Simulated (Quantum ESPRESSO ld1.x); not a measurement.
Initial-state core-level shifts of the tin ion Sn+ when its valence configuration changes from [Kr] 4d10 5s2 5p1. All-electron calculation, Dirac Kohn-Sham, PBE, spin-unpolarised, spherical densities, point nucleus; open shells are shared between the two j in proportion to 2j + 1. Program: ld1.x of Quantum ESPRESSO 7.5. Shifts are changes of the shell-averaged eigenvalues in eV (positive: less bound).

valence               3p       3d       4s       4p
4d10 5s1 5p2      -1.539   -1.536   -1.543   -1.536
4d9.5 5s2 5p1.5   -4.107   -4.134   -3.641   -3.503
4d10 5p3          -3.010   -3.004   -3.018   -3.004
4d9 5s2 5p2       -8.257   -8.315   -7.271   -6.987
4d9 5s1 5p3       -9.692   -9.749   -8.695   -8.402
4d8.5 5s2 5p2.5  -12.455  -12.547  -10.890  -10.455
4d7 5s2 5p4      -25.338  -25.555  -21.704  -20.783
4d9 5p4          -11.076  -11.131  -10.069   -9.764
